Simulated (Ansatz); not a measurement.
Ideal-gas functions of `N1[SiH2]OP1` at 800 K and 1 bar, from an Ansatz frequency run at PBE0-D4/def2-TZVP.

Molar mass 93.1 g/mol, point group C1 (symmetry number 1), electronic degeneracy 1, moments of inertia 50.878, 105.695, 146.208 u Å². Harmonic wavenumbers (cm⁻¹, unscaled): 179, 347, 560, 593, 652, 687, 770, 818, 883, 904, 928, 991, 1016, 1123, 2228, 2233, 2267, 3665.

Use S(trans) = R[1.5 ln M + 2.5 ln T − 1.1517]; rotational temperatures θ = 24.2544 K / I; S(rot) = R[ln(√π/σ · √(T³/θAθBθC)) + 1.5]; for each mode x = 1.438777 ν̃/T, S = R[x/(eˣ − 1) − ln(1 − e⁻ˣ)] and H = RT x/(eˣ − 1); 1 cm⁻¹ = 0.0119627 kJ/mol; R = 8.31446 J/(mol·K).

By hand: the entropy, in J/(mol·K).

Translation 185.9. Rotation: θ = 0.4767, 0.2295, 0.1659 K, giving 117.3. Vibration, mode by mode: 17.77, 12.37, 8.60, 8.16, 7.45, 7.07, 6.24, 5.82, 5.29, 5.13, 4.96, 4.53, 4.37, 3.75, 0.77, 0.76, 0.73, 0.09, in all 103.9. Electronic 0.0. Sum 407.1 J/(mol·K).

By hand: H − E and G − E in kJ/mol, counted from the electronic energy.

Zero-point energy ½ × 20844 × 0.0119627 = 124.7; thermal vibration 47.1; translation, rotation and pV give 4 RT = 26.6. H − E = 198.4 kJ/mol, and G − E = 198.4 − 800 × 407.1/1000 = -127.3 kJ/mol.

Vibration gives 26 % of the entropy. The sum counts one conformer and one mirror image; others add a mixing term.
